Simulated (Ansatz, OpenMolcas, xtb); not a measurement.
## A ladder of methods for BCl3 (boron trichloride)

BCl3: 4 atoms, total charge 0, spin state singlet. As SMILES, `ClB(Cl)Cl`. The shape is that of a PBE0-D4/def2-TZVP optimisation.

Each level gives the HOMO–LUMO gap (eV). The values are calculated.

| level | kind | program | value (eV) | CPU time |
| --- | --- | --- | --- | --- |
| GFN2-xTB | semi-empirical | xtb | 4.42 | under 2 s |
| HF/6-311+G** | Hartree–Fock | Ansatz | 13.79 | 3.3 s |
| SVWN5/6-311+G** | LDA | Ansatz | 4.95 | 4.6 s |
| PBE/6-311+G** | GGA | Ansatz | 5.07 | 6.8 s |
| M06-L/6-311+G** | meta-GGA | OpenMolcas | 5.63 | 35 s |
| BHLYP/6-311+G** | global hybrid | Ansatz | 9.77 | 8.9 s |
| HSE06/6-311+G** | range-separated hybrid | Ansatz | 6.62 | 11 s |
| wB97X/6-311+G** | range-separated hybrid | Ansatz | 12.06 | 33 s |
| B2PLYP/6-311+G** | double hybrid | OpenMolcas | 10.05 | 25 s |

The values span 4.42 to 13.79 eV. Orbital gaps aren't excitation energies, and those of double hybrids come from the SCF part alone; they tend to grow with the share of exact exchange. Times are those of the runs behind each value, whatever else they computed, on shared processors of several kinds: orders of magnitude only.
